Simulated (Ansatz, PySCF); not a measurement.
B(CCH)(Cl)(Me) (C3H4BCl), SMILES C#CB(C)Cl. Atoms are numbered in the order given.

```xyz
9

B      0.2565    -0.1346     0.2076
C     -1.0375    -0.8864    -0.0823
C     -2.0633    -1.5068    -0.2978
H     -2.9724    -2.0477    -0.4930
Cl     0.4271     1.4780    -0.4857
C      1.4107    -0.7614     1.0491
H      2.1781    -0.0378     1.3543
H      1.8970    -1.5340     0.4250
H      1.0203    -1.2930     1.9310
```

Geometry optimised at PBE0-D3(BJ)/def2-SVP. This is a generated structure with no PubChem entry under its InChIKey; it may be hypothetical.

Two levels are set side by side: PBE-D3(BJ)/def2-SVP (Ansatz, a program for electronic structure) and PBE0-D3(BJ)/def2-SVP (Ansatz). Each level has its own optimised geometry; the coordinates shown are those of the second. Frequencies come from the Hessian of PySCF at each geometry. Differences are taken from unrounded values.

```
quantity                            PBE0-D3(BJ)  PBE-D3(BJ)  PBE-D3(BJ) minus PBE0-D3(BJ)
----------------------------------  -----------  ----------  ----------------------------
mean bond length (Å)                      1.306       1.314                         0.008
bond B1–C2 (Å)                            1.524       1.525                         0.000
bond B1–Cl5 (Å)                           1.764       1.776                         0.012
bond B1–C6 (Å)                            1.560       1.567                         0.007
bond C2–C3 (Å)                            1.218       1.230                         0.012
bond C3–H4 (Å)                            1.076       1.082                         0.007
bond C6–H7 (Å)                            1.098       1.106                         0.008
bond C6–H8 (Å)                            1.106       1.114                         0.008
bond C6–H9 (Å)                            1.101       1.110                         0.008
highest harmonic wavenumber (cm⁻¹)         3476        3393                           -84
mean harmonic wavenumber (cm⁻¹)            1274        1233                           -41
zero-point energy (kcal/mol)              38.24       37.01                         -1.23
```

Exact exchange shortens and stiffens bonds; PBE has none. Differences between two approximate levels are no errors against the true value.
